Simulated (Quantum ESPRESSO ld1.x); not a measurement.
The numbers below are computed, except where a source is named.
As III, configuration [Ar] 3d9.75 4s2 4p1.25 (fractional occupations, a model configuration). Level of theory: Dirac Kohn-Sham, B86b exchange with PBE correlation, spin-unpolarised, spherical densities, point nucleus; open shells fill j = l - 1/2 first (ld1.x of Quantum ESPRESSO 7.5).

Spin-orbit splittings of the eigenvalues, e(l+1/2) - e(l-1/2), with zeta = 2 splitting/(2l+1) and mean radii in bohr:

shell  occ.  splitting (eV)  zeta (eV)  <r> j=l-1/2  <r> j=l+1/2
2p        6           36.58      24.38       0.1746       0.1783
3p        6           5.055      3.370       0.6080       0.6185
3d     9.75          0.7423     0.2969       0.6659       0.6704
4p     1.25          0.4181     0.2787        2.093        2.123
